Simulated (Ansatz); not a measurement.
The cluster Ga₂PF₃. Total charge 0; singlet. Geometry PBE-D4/def2-SVP.

Cartesian coordinates in Å:
```
Ga -2.566 -1.251 -0.641
Ga 0.066 0.278 0.060
P 1.834 1.524 0.581
F -1.819 0.628 -0.174
F 3.002 0.327 0.542
F -0.518 -1.506 -0.367
```

Another isomer (singlet) lies 1.52 eV lower at PBE0-D4/def2-TZVP; other spin states weren't run for this one.

Question: Estimate the orbital energies around the gap (eV) in Ansatz with PBE-D4/def2-TZVP, r2SCAN-D4/def2-TZVP, PBE0-D4/def2-TZVP, BHLYP-D4/def2-TZVP, ωB97X-V/def2-TZVP.

Answer: 
```csv
orbital,PBE-D4/def2-TZVP,r2SCAN-D4/def2-TZVP,PBE0-D4/def2-TZVP,BHLYP-D4/def2-TZVP,ωB97X-V/def2-TZVP
HOMO−5,-9.84,-10.37,-11.89,-13.92,-14.53
HOMO−4,-9.77,-10.29,-11.76,-13.73,-14.26
HOMO−3,-9.73,-10.26,-11.60,-13.22,-14.03
HOMO−2,-7.63,-7.91,-8.70,-9.68,-10.97
HOMO−1,-6.66,-6.92,-7.70,-8.65,-9.77
HOMO,-4.52,-4.75,-5.49,-6.34,-7.59
LUMO,-2.81,-2.71,-2.13,-1.45,-0.27
LUMO+1,-2.61,-2.45,-1.80,-0.95,0.18
LUMO+2,-2.33,-2.12,-1.51,-0.70,0.45
LUMO+3,-1.60,-1.35,-0.79,0.02,1.14
LUMO+4,-1.40,-1.31,-0.71,0.07,1.25
LUMO+5,-0.44,0.01,0.35,1.12,2.27
```
